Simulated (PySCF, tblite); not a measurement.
Isomers of C7H15OP, one GFN2-xTB conformer each. Single-point energies are computed at PBE0/pcSseg-1 (PySCF, gas phase, no added dispersion term), electronic only.

Question: Rank them by PBE0/pcSseg-1 energy, lowest first (kJ/mol).
A. `[CH3:1][CH:2]([CH3:3])[P@:4]1(=[O:5])[CH2:6][C@@H:7]([CH3:8])[CH2:9]1` with C1–C2–P4–O5 -60°, C2–P4–C6–C7 -93°, P4–C6–C7–C8 -138°, C6–C7–C9–P4 16°, C2–P4–C9–C7 93°
B. `[CH3:1][C:2]([CH3:3])([CH3:4])[P@H:5](=[O:6])[CH:7]1[CH2:8][CH2:9]1` with C2–P5–C7–C8 -83°
C. `[CH3:1][CH2:2][C@@H:3]1[CH2:4][CH2:5][C@H:6]([CH3:7])[P@H:8]1=[O:9]` with C1–C2–C3–C4 178°, C2–C3–C4–C5 -160°, C3–C4–C5–C6 51°, C4–C5–C6–C7 83°, C5–C6–P8–O9 -110°
D. `[CH3:1]/[CH:2]=[CH:3]/[P@@:4]([CH3:5])(=[O:6])[CH:7]([CH3:8])[CH3:9]` with C2–C3–P4–C5 -126°, C3–P4–C7–C8 175°
E. `[OH:1][CH2:2][P:3]1[CH2:4][CH2:5][CH2:6][CH2:7][CH2:8][CH2:9]1` with H–O1–C2–P3 -59°, O1–C2–P3–C4 -167°, C2–P3–C4–C5 -175°, P3–C4–C5–C6 -36°, C4–C5–C6–C7 -54°, C5–C6–C7–C8 101°
F. `[CH3:1][CH2:2][CH2:3][P:4]([CH2:5][OH:6])[CH:7]1[CH2:8][CH2:9]1` with C1–C2–C3–P4 178°, C2–C3–P4–C5 175°, C3–P4–C5–O6 -169°, P4–C5–O6–H -58°, C3–P4–C7–C8 -98°

Answer: C (0.0), A (13.7), D (19.8), B (82.6), E (82.7), F (166.9).

As drawn, the lowest has a P=O bond, which the highest lacks; the highest has a three-membered ring and an O–H bond, which the lowest lacks. Neighbours under 10 kJ/mol apart (CC(C)[P@]1(=O)C[C@@H](C)C1 and C/C=C/[P@@](C)(=O)C(C)C; CC(C)(C)[P@H](=O)C1CC1 and OCP1CCCCCC1) can change places with a better method, another conformer or zero-point energy. GFN2-xTB itself gives, in the same order: 0.0, 60.7, 104.7, 86.4, 206.7, 295.3. Both levels put the same isomer lowest; measured from each level's own lowest isomer, the values differ by up to 128.4 kJ/mol (CCCP(CO)C1CC1: 295.3 against 166.9).

Which frontier levels, dipoles and rotational constants go with these structures?

| SMILES | HOMO (eV, PBE0/pcSseg-1) | LUMO (eV) | dipole (D) | A, B, C (MHz) |
| --- | --- | --- | --- | --- |
| CC[C@@H]1CC[C@H](C)[P@H]1=O | -7.20 | 0.86 | 4.12 | 1986, 1111, 880.1 |
| CC(C)[P@]1(=O)C[C@@H](C)C1 | -7.29 | 0.82 | 4.00 | 2469, 869.0, 865.8 |
| C/C=C/[P@@](C)(=O)C(C)C | -7.33 | -0.20 | 3.60 | 2077, 886.6, 752.1 |
| CC(C)(C)[P@H](=O)C1CC1 | -7.35 | 1.13 | 3.99 | 2130, 1037, 861.0 |
| OCP1CCCCCC1 | -6.57 | 0.85 | 1.34 | 2373, 944.5, 747.0 |
| CCCP(CO)C1CC1 | -6.71 | 0.75 | 1.24 | 1754, 876.0, 629.8 |

What happens when harmonic zero-point energies from GFN2-xTB frequencies are added?

```
                     SMILES  ZPE (kJ/mol)  electronic (kJ/mol)  with ZPE (kJ/mol)
CC[C@@H]1CC[C@H](C)[P@H]1=O         546.0                  0.0                0.0
 CC(C)[P@]1(=O)C[C@@H](C)C1         543.1                 13.7               10.7
    C/C=C/[P@@](C)(=O)C(C)C         533.8                 19.8                7.6
     CC(C)(C)[P@H](=O)C1CC1         537.7                 82.6               74.4
                OCP1CCCCCC1         549.2                 82.7               86.0
              CCCP(CO)C1CC1         539.1                166.9              160.1
```

The zero-point energies span 15.4 kJ/mol. The lowest isomer stays, but the order above it changes.
